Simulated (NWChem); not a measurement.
C2H3F3Si; SMILES FC(F)=C(F)[SiH3]

```xyz
9

F     -1.3727     1.1114    -0.6817
C     -0.1707     1.0014    -0.1748
F      0.4126     2.1627    -0.0585
C      0.3780    -0.1671     0.1759
F      1.6243    -0.1253     0.6848
Si    -0.4054    -1.8694     0.0350
H      0.4463    -2.7232    -0.8429
H     -0.4735    -2.4848     1.3921
H     -1.7702    -1.7253    -0.5421
```
Atoms are numbered in this order, from 1.

Level: PBE0/def2-SVP (NWChem), optimised geometry, unscaled harmonic frequencies. 

List the harmonic frequencies with IR intensities, and the thermochemistry.


```
frequency (cm⁻¹)  IR intensity (km/mol)
----------------  ---------------------
83                                  0.0
141                                 0.2
159                                 1.1
266                                 2.7
339                                 1.9
425                                18.4
499                                 3.0
605                                 0.6
656                                32.9
688                                46.6
691                                 2.8
910                               241.8
929                                44.9
948                                56.6
1105                               54.0
1237                              174.9
1398                              195.6
1823                              280.5
2249                               55.9
2251                               93.3
2272                               72.3
```

```yaml
zero_point_energy: 28.1 kcal/mol
thermal correction to the enthalpy at 298.15 K (with zero-point energy): 33.1 kcal/mol
heat capacity Cv: 23.3 cal/(mol K)
entropy at 298.15 K and 1 atm (symmetry number 1): 83.1 cal/(mol K)
dipole_moment: 1.18 D
```

Rigid rotor and harmonic oscillator; modes under 100 cm⁻¹ make the entropy uncertain.
